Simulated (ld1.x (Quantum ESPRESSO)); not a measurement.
# technetium (Tc), PAW: configuration errors across variants

technetium, PAW, made with ld1.x (Quantum ESPRESSO) 7.5 (PBE, scalar-relativistic). Core [Ar] 3d10, reference 4s2 4p6 4d5 5s2 5p0. Waves: 4s (bound): rcut 1.35, rcutus 1.70 bohr; 5s (bound): rcut 1.35, rcutus 1.70 bohr; 4p (bound): rcut 1.55, rcutus 1.80 bohr; 5p (bound, empty): rcut 1.55, rcutus 1.80 bohr; 4d (bound): rcut 1.70, rcutus 2.15 bohr; 4d channel at 0.25 Ry: rcut 1.70, rcutus 2.15 bohr. Local part: all-electron potential smoothed inside 1.60 bohr (lloc = -1). Core correction: Bessel-smoothed model core inside 1.20 bohr. Augmentation charge: PSQ, inside the norm-conserving radii.

All-electron excitation energies from the reference (eV): (1) 4s2 4p6 4d5 5s1 5p0 8.153; (2) 4s2 4p6 4d5 5s0 5p0 23.004; (3) 4s2 4p6 4d4 5s0 5p0 51.710; (4) 4s2 4p6 4d6 5s1 5p0 -0.939; (5) 4s2 4p5 4d5 5s2 5p0 51.497; (6) 4s2 4p6 4d4 5s2 5p1 6.606; (7) 4s2 4p6 4d5 5s0 5p1 12.735.

The overlap operator is not positive definite (basis up to 400 Ry) in “base”, “wave 4d channel at 0.25 Ry: rcut 1.70, rcutus 2.15 bohr becomes 4d channel at -0.35 Ry: rcut 1.70, rcutus 2.15 bohr”, “wave 4d channel at 0.25 Ry: rcut 1.70, rcutus 2.15 bohr becomes 4d channel at -0.26 Ry: rcut 1.70, rcutus 2.15 bohr”, “wave 4d channel at 0.25 Ry: rcut 1.70, rcutus 2.15 bohr becomes 4d channel at 0.08 Ry: rcut 1.70, rcutus 2.15 bohr”, “wave 4d channel at 0.25 Ry: rcut 1.70, rcutus 2.15 bohr becomes 4d channel at 0.48 Ry: rcut 1.70, rcutus 2.15 bohr”, “wave 4d channel at 0.25 Ry: rcut 1.70, rcutus 2.15 bohr becomes 4d channel at 1.14 Ry: rcut 1.70, rcutus 2.15 bohr”, “wave 4d channel at 0.25 Ry: rcut 1.70, rcutus 2.15 bohr becomes 4d channel at 6.56 Ry: rcut 1.70, rcutus 2.15 bohr”. Such files are unfit for use, however small their errors in these radial tests.

Errors AE − PS in meV (a dash: test not solved or not reliable):

| change | (1) | (2) | (3) | (4) | (5) | (6) | (7) | bound ghosts |
| --- | --- | --- | --- | --- | --- | --- | --- | --- |
| base | -1.3 | -3.5 | -3.1 | -1.2 | -3.2 | +2.7 | -1.6 | not determined (overlap not positive) |
| wave 4d channel at 0.25 Ry: rcut 1.70, rcutus 2.15 bohr becomes 4d channel at -0.35 Ry: rcut 1.70, rcutus 2.15 bohr | -1.3 | -3.5 | -1.5 | -0.6 | -14 | +3.3 | -1.6 | not determined (overlap not positive) |
| wave 4d channel at 0.25 Ry: rcut 1.70, rcutus 2.15 bohr becomes 4d channel at -0.26 Ry: rcut 1.70, rcutus 2.15 bohr | -1.3 | -3.5 | -2.2 | -0.8 | -13 | +3.1 | -1.6 | not determined (overlap not positive) |
| wave 4d channel at 0.25 Ry: rcut 1.70, rcutus 2.15 bohr becomes 4d channel at 0.08 Ry: rcut 1.70, rcutus 2.15 bohr | -1.3 | -3.5 | -2.9 | -1.1 | -7.7 | +2.8 | -1.6 | not determined (overlap not positive) |
| wave 4d channel at 0.25 Ry: rcut 1.70, rcutus 2.15 bohr becomes 4d channel at 0.48 Ry: rcut 1.70, rcutus 2.15 bohr | -1.3 | -3.4 | -3.0 | -1.5 | +2.3 | +2.3 | -1.7 | not determined (overlap not positive) |
| wave 4d channel at 0.25 Ry: rcut 1.70, rcutus 2.15 bohr becomes 4d channel at 1.14 Ry: rcut 1.70, rcutus 2.15 bohr | 0.0 | +11 | +264 | +70 | +27 | +80 | +1.3 | not determined (overlap not positive) |
| wave 4d channel at 0.25 Ry: rcut 1.70, rcutus 2.15 bohr becomes 4d channel at 6.56 Ry: rcut 1.70, rcutus 2.15 bohr | -1.3 | -2.9 | +4.6 | +0.5 | -3.3 | +5.0 | -1.4 | not determined (overlap not positive) |

Q: Give the same row for: wave 4d channel at 0.25 Ry: rcut 1.70, rcutus 2.15 bohr becomes 4d channel at 2.38 Ry: rcut 1.70, rcutus 2.15 bohr.

A: -2.4, -15, -255, -74, -250, -84, -5.2; bound ghosts: not determined (overlap not positive). Its overlap operator is not positive definite in a basis up to 400 Ry (lowest eigenvalue p -0.10, d -11.56), so the file is unfit for use: the generalised eigenproblem breaks down once the basis is large enough, and its test numbers describe a broken file.
